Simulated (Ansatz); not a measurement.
CS2 (SMILES S=C=S), singlet, at a GFN2-xTB geometry; MP2/6-31G* in Ansatz (a first-principles code).

The Ansatz input:
Ansatz 0.2 input:
```yaml
crystal:
  periodic: [false, false, false]
  atoms:
    - {symbol: S, position_ang: [-0.00000000, -0.00000000, -1.55012521]}
    - {symbol: C, position_ang: [0.00000000, 0.00000000, 0.00000000]}
    - {symbol: S, position_ang: [0.00000000, 0.00000000, 1.55012521]}
basis:
  gaussian:
    orbitals: 6-31G*
magnetization: {spin_polarized: false}
correlation: {method: mp2, electrons: outside_noble_gas}
accuracy: high
```

The log (banner, timings and long lists left out):

```
Functional definition: HF
937 factors; integrals over basis functions are off by at most 3.2e-9 eV
mean field evaluation 1: about -22662.8058 eV, gradient 1.6e1 eV
mean field evaluation 2: about -22663.0519 eV, gradient 1.7e1 eV
mean field evaluation 4: about -22663.9070 eV, gradient 2.2e0 eV
mean field evaluation 8: about -22663.9285 eV, gradient 1.0e-1 eV
mean field evaluation 16: about -22663.9286 eV, gradient 4.9e-8 eV
mean field -22663.92855453 eV, -832.8840122165 hartree, gradient 4.9e-8 eV, S^2 0.000000; 0 other end points of the search recorded, 0 dependent functions left out
11 core orbitals not correlated
reference -22663.92855453 eV, -832.8840122165 hartree; 8, 8 occupied and 34, 34 virtual orbitals, 937 factors
second order -10.35045435 eV of doubles, -0.00000000 eV of singles
Total energy: -22674.27900888 eV, -833.2643843980 hartree
```
